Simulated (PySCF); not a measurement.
Te(Cl)2 anion (Cl2Te), SMILES Cl[Te]Cl (connectivity only; charge and spin as stated), charge -1, multiplicity 2.

Geometry optimised at PBE-D3(BJ)/def2-SVPD. The spin state was assumed, not searched. The isomer is the one that the SMILES or the coordinates give; other isomers of the formula were not compared. The def2 effective core potentials stand for the cores of Te; spin–orbit coupling is left out.

Calculation: PySCF with M06-2X/def2-TZVPD.

* **total energy**: -1188.47436 hartree
* **point group**: D∞h
* **α spin, highest occupied and lowest empty level**: -3.19 and 3.00 eV
* **β spin, highest occupied and lowest empty level**: -2.85 and 1.33 eV
* **dipole moment about the centre of nuclear charge**: 0.00 D
* **⟨S²⟩**: 0.759 (pure state 0.75)
